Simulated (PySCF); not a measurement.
# One molecule, several mistakes: AlBFH4N

Calculated results; nothing here was measured. They come from PySCF 2.14.0, an open-source quantum chemistry program, on an isolated molecule that a program drew, which may never have been made. The molecule is AlBFH4N (charge 0, singlet), drawn as the SMILES string `[BH2][Al]([NH2])[F]`.

Each row is a Hartree-Fock (HF) and frozen-core CCSD(T) single point in the cc-pV(D+d)Z basis, meant for a local HF minimum. Run 1 is clean. Each other run has one planted mistake out of seven kinds, and not every kind appears here: one electron removed, one electron added, multiplicity raised by two, geometry at a saddle point, minimal basis STO-3G, one bond length entered in bohr, all coordinates scaled. The reference is restricted for singlets and unrestricted otherwise, and also for a bond in bohr. Adding or removing an electron swaps singlet and doublet. Electrons count all cores. HOMO and LUMO are orbital energies over both spins, the gradient is its largest component, and the lowest frequency (negative if imaginary) is given only where the gradient is small. Bond lengths are over the 7 bonds as drawn. T1 is the CCSD diagnostic: over 0.02 (restricted) or 0.045 (unrestricted) a single reference is doubtful.

Geometry of the clean run:
```xyz
8
AlBFH4N, angstrom
B    -3.2694   -3.2280    0.7396
Al   -1.7481   -2.0228   -0.1608
N    -2.0108   -0.5677   -1.1120
F    -0.1589   -2.4715    0.0354
H    -3.7792   -4.1555    0.1680
H    -3.6709   -3.0310    1.8563
H    -1.2822   -0.0163   -1.5268
H    -2.9017   -0.1601   -1.3250
```

```
run  electrons  basis functions  <S^2>  HOMO (eV)  LUMO (eV)  gradient (hartree/bohr)  lowest frequency (cm^-1)  mean bond (Å)  longest bond (Å)      T1  HF (hartree)  CCSD(T) (hartree)               mistake
  1         38               85  0.000     -10.87       1.23                  2.9e-05                        89         1.4246             2.140  0.0129    -422.91069         -423.45713              no fault
  2         37               85  0.755     -16.18      -8.58                  7.4e-02                         -         1.4246             2.140  0.0199    -422.55547         -423.08053  one electron removed
  3         38               85  0.000     -10.88       1.43                  1.0e-01                         -         1.3121             1.971  0.0111    -422.85466         -423.39106                     ?
  4         38               85  2.009      -8.05      -1.03                  3.6e-02                         -         1.4246             2.140  0.0167    -422.81403         -423.35129                     ?
```

**Which mistake was planted in run 3, and what did it cost?**

The mean and the longest bond both change by the same factor, 0.921, and the gradient is no longer small. So the mistake is: all coordinates scaled. Subtracting run 1 and multiplying by 627.51 kcal/mol a hartree, the energy moved by 35.2 kcal/mol in HF and 41.5 kcal/mol in CCSD(T).

**Which mistake was planted in run 4, and what did it cost?**

Electrons, basis and geometry are unchanged, and <S^2> is 2.009, beside S(S+1) = 2.00 for a multiplicity of 3. So the mistake is: multiplicity raised by two. Subtracting run 1 and multiplying by 627.51 kcal/mol a hartree, the energy moved by 60.7 kcal/mol in HF and 66.4 kcal/mol in CCSD(T).

